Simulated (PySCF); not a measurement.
C₆H₁₃NO₂S.
Numbering: `[CH3:1][S:2](=[O:3])(=[O:4])[CH:5]1[CH2:6][CH2:7][NH:8][CH2:9][CH2:10]1`

Probes without a nucleus sit at each ring's centroid and 1 Å off its mean plane on both sides; NICS is minus the shielding there, NICSzz its component along the normal. Level: GIAO PBE0/pcSseg-1 (PySCF, non-relativistic, gas phase) on the GFN2-xTB geometry, one conformer.

Ring bond lengths (Å), with Mayer bond orders in brackets: C5–C6 1.520 (1.02), C6–C7 1.527 (1.03), C7–N8 1.454 (0.99), N8–C9 1.454 (0.99), C9–C10 1.529 (1.02), C10–C5 1.517 (0.99).

Question: Give the NICS values of each ring in ppm.

Answer: 
```
              ring                                             type  NICS(0)  NICS(1), two faces  NICS(1)zz, two faces  rms pucker (Å)  centre to ring atoms, mean (Å)
C5–C6–C7–N8–C9–C10  6-membered ring with N; formal bonds all single     -2.4         -2.1 / -1.6            2.1 / -0.6            0.24                            1.44
```

Question: What can be read from them?

Answer: 
- C5–C6–C7–N8–C9–C10: mean NICS(1)zz 0.8 ppm, near zero. C5, C6, C7, C9, C10 have four or more neighbours; no verdict on aromaticity is drawn.

Question: Give the inner angles of the rings and the Hirshfeld charges of the ring atoms.

Answer: 
- C5–C6–C7–N8–C9–C10: C5 112.1° (-0.029 e), C6 110.5° (-0.076 e), C7 108.8° (-0.032 e), N8 110.8° (-0.172 e), C9 108.8° (-0.037 e), C10 111.2° (-0.076 e); sum 662.2° against 720° for a flat convex ring.
